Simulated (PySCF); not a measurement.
Compound: C4H6BF4P.
InChI=1S/C4H6BF4P/c6-4-1-2-10(3-4)5(7,8)9/h1,10H,2-3H2

The closed-shell ground state was solved at several levels (PySCF, density fitting, gas phase, non-relativistic). Isolated species at its PBE0-D3(BJ)/def2-SVP geometry (one conformer only).

```json
{"level": "PBE0/def2-SVPD", "basis functions": "264", "HOMO (eV)": "-7.94", "LUMO (eV)": "-0.60", "gap (eV)": "7.34", "dipole (D)": "5.04"}
{"level": "PBE0/pcSseg-1", "basis functions": "207", "HOMO (eV)": "-7.89", "LUMO (eV)": "-0.47", "gap (eV)": "7.42", "dipole (D)": "4.95"}
```

(1) Estimate the row for HF/pcSseg-1, a basis of 207 functions; the other rows only guide the guess.

(2) Over all these levels, which gives the widest orbital gap and which the narrowest?

(3) How far do the dipole and the HOMO energy spread over the levels?

Results:

(1) HOMO -10.53 eV, LUMO 3.03 eV, gap 13.56 eV, dipole 5.01 D.

(2) HF/pcSseg-1 (Hartree–Fock, all exact exchange) has the widest, 13.56 eV, and PBE0/def2-SVPD (global hybrid, 25 % exact exchange) the narrowest, 7.34 eV. Functional and basis both differ between the two, so the spread mixes both effects. The HOMO need not be the same orbital at Hartree–Fock and at DFT levels.

(3) The dipole runs from 4.95 to 5.04 D (mean 5.00 D) and the HOMO from -10.53 to -7.89 eV.
